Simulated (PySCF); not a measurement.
## Basis and Hamiltonian dependence of the ionisation energy of Pt²⁺

Pt²⁺ [Xe] 4f14 5d8 (3F) → Pt³⁺ [Xe] 4f14 5d7 (4F). All values are computed (PySCF 2.14, energy differences of UHF-based or UKS calculations, no spin-orbit coupling). Values in eV.

```csv
basis,Hamiltonian,functions,UHF,r2SCAN,PBE0,MP2 (valence),CCSD(T) (valence),CCSD(T) (valence and next inner shell)
def2-SVPD with the def2 core potential (60 electrons),ECP,35,29.607,31.248,31.294,30.563,n/a,n/a
cc-pVDZ-PP with ECP60MDF,ECP,38,29.178,n/a,n/a,30.411,n/a,n/a
def2-TZVP with the def2 core potential (60 electrons),ECP,40,29.201,n/a,n/a,30.415,n/a,n/a
aug-cc-pVDZ-PP with ECP60MDF,ECP,54,29.174,30.944,30.997,30.507,30.469,n/a
def2-TZVPPD with the def2 core potential (60 electrons),ECP,59,29.182,30.933,30.990,30.686,30.633,30.609
aug-cc-pwCVDZ-PP with ECP60MDF,ECP,70,29.142,30.902,30.956,30.552,30.487,30.393
ANO-RCC-VTZP,spin-free X2C,84,29.166,30.932,30.959,30.648,30.611,30.634
def2-QZVPPD with the def2 core potential (60 electrons),ECP,88,29.173,30.919,30.978,30.749,30.688,n/a
aug-cc-pVTZ-PP with ECP60MDF,ECP,88,29.098,30.849,30.917,30.685,30.624,n/a
x2c-TZVPPall,spin-free X2C,97,29.160,30.937,30.967,30.630,30.590,30.624
"x2c-TZVPPall with one added diffuse shell each of s, p, d, f type",spin-free X2C,113,29.158,30.936,30.964,30.628,30.590,30.624
"aug-cc-pVTZ-PP with one added diffuse shell each of s, p, d, f, g type with ECP60MDF",ECP,113,29.098,30.849,30.917,30.686,n/a,n/a
aug-cc-pwCVTZ-PP with ECP60MDF,ECP,122,29.093,30.846,30.915,30.722,n/a,30.647
aug-cc-pVQZ-PP with ECP60MDF,ECP,135,29.093,30.846,30.914,30.802,n/a,n/a
```

Extrapolation of MP2 (valence) from aug-cc-pVTZ-PP with ECP60MDF and aug-cc-pVQZ-PP with ECP60MDF: the correlation parts are 1.587 and 1.709 eV; with the X⁻³ form and unrounded values, (4³ × 1.709 − 3³ × 1.587)/(4³ − 3³) = 1.798 eV, and adding the Hartree-Fock value 29.093 eV of the larger basis gives 30.891 eV.

Frozen in the all-electron rows: valence and next inner shell: [Kr] 4d10 4f14; valence: [Xe] 4f14; with a core potential, the same shells as far as they lie outside it.

At UHF, def2-SVPD with the def2 core potential (60 electrons) lies more than 0.3 eV from the median of the rows with comparable relativity. Sets contracted for the neutral atom can be stiff in a shell that they treat as core.

Between the lowest levels the reference is 29 ± 1.6 eV (theoretical estimate listed by NIST; NIST Atomic Spectra Database, ionization energies); it includes spin-orbit coupling, which these numbers lack.
